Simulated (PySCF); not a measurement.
Species: C7H6BF2N.
Atom-mapped SMILES: `[CH:1]#[C:2][c:3]1[cH:4][cH:5][c:6]([B:7]([F:8])[F:9])[n:10]1[CH3:11]` (hydrogens: H12 on C1; H13 on C4; H14 on C5; H15, H16, H17 on C11)

Computed by this run: PBE0-D3(BJ)/def2-SVP geometry optimisation, gas phase in PySCF; density fitting, grid level 2; the optimiser is geomeTRIC in internal coordinates, started from a GFN2-xTB structure.

Step 0: E = -14931.3006 eV
```
atom  x, y, z in Å  |  force x, y, z in eV/Å
C1     -3.4657    0.2702    0.1693   -0.265  -0.046  -0.003
C2     -2.2767    0.4461    0.1764    0.743   0.061  -0.009
C3     -0.8918    0.6726    0.1897   -0.094   0.237   0.064
C4     -0.2193    1.8616    0.4580    0.060  -0.065  -0.021
C5      1.1366    1.5878    0.3505    0.094  -0.386  -0.095
C6      1.2865    0.2373    0.0189    0.105   0.058   0.008
B7      2.5858   -0.5224   -0.2063    0.531  -0.304  -0.090
F8      3.7712    0.0604   -0.1012   -0.123   0.331   0.099
F9      2.6546   -1.8130   -0.5225   -0.350  -0.048  -0.003
N10     0.0218   -0.2929   -0.0715    0.298  -0.214  -0.064
C11    -0.2837   -1.6584   -0.3944    0.041  -0.052  -0.014
H12    -4.5045    0.1264    0.1664   -1.092  -0.158  -0.007
H13    -0.6817    2.7981    0.6991   -0.300   0.490   0.127
H14     1.9468    2.2755    0.4921    0.483   0.393   0.081
H15    -1.3650   -1.7901   -0.3948   -0.247  -0.032  -0.002
H16     0.1141   -1.9149   -1.3777    0.051  -0.081  -0.249
H17     0.1640   -2.3323    0.3381    0.065  -0.184   0.180
```

Problem. Estimate the geometry and energy of step 1. (The exact step hangs on the optimiser's Hessian estimate; all steps are aligned on step 0, rigid shifts and turns removed.)

Solution. E = -14931.3607 eV, largest force 0.204 eV/Å
```
atom  x, y, z in Å  |  force x, y, z in eV/Å
C1     -3.4808    0.2508    0.1964   -0.192  -0.031  -0.005
C2     -2.2825    0.4429    0.1818    0.074   0.033   0.013
C3     -0.8877    0.6846    0.1799    0.014  -0.056  -0.030
C4     -0.2032    1.8738    0.4451   -0.055   0.092   0.021
C5      1.1607    1.5907    0.3273    0.065   0.060   0.016
C6      1.3008    0.2394   -0.0043   -0.018  -0.032  -0.033
B7      2.6094   -0.5299   -0.1856   -0.131   0.061   0.144
F8      3.7667    0.0906   -0.0184    0.029  -0.106  -0.091
F9      2.6407   -1.8266   -0.4702    0.110   0.037  -0.046
N10     0.0320   -0.2917   -0.0934    0.005   0.029   0.028
C11    -0.2907   -1.6604   -0.4219    0.003  -0.023   0.000
H12    -4.5452    0.0880    0.2115    0.099   0.013  -0.006
H13    -0.6766    2.8209    0.6975    0.025  -0.035  -0.018
H14     1.9883    2.2859    0.4665   -0.030  -0.044   0.006
H15    -1.3806   -1.7811   -0.3945    0.014   0.006  -0.001
H16     0.0746   -1.9146   -1.4267   -0.006  -0.004  -0.002
H17     0.1671   -2.3514    0.2990   -0.007   0.000   0.003
```

The energy changes by -0.0601 eV. The first-order estimate −F·Δx gives -0.1408 eV and the mean of the old and new forces, exact on a quadratic surface, -0.0607 eV. The step makes an angle of 66° with the force vector and moves no atom by more than 0.088 Å.

The cost below is that of the whole optimisation. On one thread of an Intel Xeon 6975P-C, on a shared host, this took 76 s and 0.85 GiB of memory at its peak.
